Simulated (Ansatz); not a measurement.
Stepwise reaction of `C[Se][Ga]([Cl])[Cl]` with hydrogen, as a gas-phase model of exchange steps in deposition or etching. ΔE in kJ/mol; ΔG adds harmonic PBE0-D4 terms to CCSD(T)/CBS, at 1 bar.

Program: Ansatz. Geometries: PBE0-D4/def2-TZVP. ΔE: electronic, gas phase. CBS: MP2 limit from def2 TZ/QZ plus the TZ coupled-cluster correction, frozen cores. This one scheme is used for every species. Functionals use def2-TZVPP. B3LYP here is the variant with VWN-RPA as its local correlation; programs differ in this. For Ga, Se outer-core shells are correlated without core-valence functions, which leaves a few kJ/mol of doubt a bond. Scalar relativity is left out up to krypton. One conformer a species, not always the lowest.

| step | reaction | PBE-D4 | B3LYP-D4 | ωB97M-V | CCSD(T)/CBS | ΔG(600 K) |
| --- | --- | --- | --- | --- | --- | --- |
| 1 | `C[Se][Ga]([Cl])[Cl]` + H₂ → `C[Se][GaH][Cl]` + HCl | 90.6 | 93.2 | 90.4 | 92.4 | 83.0 |
| 2 | `C[Se][GaH][Cl]` + H₂ → `C[Se][GaH2]` + HCl | 106.2 | 109.2 | 106.7 | 108.6 | 100.7 |

By hand: ΔE of the 2 steps together at CCSD(T)/CBS.

(92.4) + (108.6) = 201.0 kJ/mol, or 100.5 kJ/mol a step.

In ΔE each step is higher than the one before. All are uphill at CCSD(T)/CBS. ΔG lies between 83.0 and 100.7 kJ/mol a step. PBE-D4 differs from CCSD(T)/CBS by -2.4 to -1.8 kJ/mol a step. Only this route is followed, and other bonds may react first. Isolated molecules leave out the surface, adducts and barriers. Largest T1 diagnostic: 0.012.
